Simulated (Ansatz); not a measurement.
Program: Ansatz. Geometries: PBE0-D4/def2-TZVP. ΔE: electronic, gas phase. CCSD(T)/CBS is the MP2 limit (def2-TZVPP, def2-QZVPP) plus CCSD(T) − MP2 in def2-TZVPP, frozen cores. DFT in def2-TZVPP. B3LYP here is the variant with VWN-RPA as its local correlation; programs differ in this. For Ge outer-core shells are correlated without core-valence functions, which leaves a few kJ/mol of doubt a bond. Scalar relativity is left out up to krypton. One conformer a species, not always the lowest.

Reaction (cleavage of the Si–Si bond): `F[SiH](Cl)[SiH2][SiH3]` + `[NH2][GeH3]` → `F[SiH](Cl)[NH][GeH3]` + disilane

`F[SiH](Cl)[SiH2][SiH3]`:

```xyz
11

F    -2.152   -1.407    0.052
Si   -1.043   -1.079    1.154
Cl   -2.007   -0.734    2.928
Si    0.164    0.810    0.495
Si    1.045    0.488   -1.648
H    -0.226   -2.303    1.329
H     1.257    1.005    1.488
H    -0.743    1.989    0.530
H    -0.063    0.325   -2.624
H     1.883   -0.741   -1.657
H     1.885    1.648   -2.047
```

`[NH2][GeH3]`:

Z-matrix (Å, degrees):
```
Ge
N 1 1.843
H 1 1.536 2 106.9
H 1 1.548 2 114.5 3 -120.5
H 1 1.536 2 106.8 3 119.0
H 2 1.011 1 113.7 3 59.1
H 2 1.011 1 113.6 3 -176.9
```

`F[SiH](Cl)[NH][GeH3]`:

Z-matrix (Å, degrees):
```
Si
Cl 1 2.043
N 1 1.686 2 109.5
F 1 1.593 2 105.5 3 122.4
H 1 1.472 2 111.0 3 -122.6
Ge 3 1.849 1 127.2 2 -154.6
H 3 1.010 1 117.2 2 33.1
H 6 1.533 3 105.9 1 9.2
H 6 1.537 3 110.0 1 -110.7
H 6 1.536 3 108.8 1 128.9
```

`[SiH3][SiH3]`:

Cartesian coordinates in Å:
```
Si -0.379 -1.032 0.399
Si 0.379 1.032 -0.399
H -1.658 -0.861 1.139
H -0.606 -1.970 -0.733
H 0.627 -1.629 1.318
H 0.602 1.971 0.733
H -0.625 1.628 -1.321
H 1.659 0.861 -1.136
```

CCSD(T)/CBS gives -0.94 eV.

Q: Another level gave -1.03 eV. Which?
A. PBE-D4/def2-TZVPP
B. B3LYP-D4/def2-TZVPP
C. HF/def2-TZVPP
D. MP2/def2-TZVPP

A: D. MP2/def2-TZVPP -1.03, HF/def2-TZVPP -1.11, B3LYP-D4 -0.90, PBE-D4 -0.71 eV.

Largest T1 diagnostic among the species: 0.013.

In def2-TZVPP, CCSD(T) changes the Hartree–Fock value by +0.14 eV (the triples alone add +0.02 eV) and MP2 by +0.08 eV. From PBE to PBE0 (25 % exact exchange), in def2-TZVPP and without D4, ΔE moves by −0.09 eV.
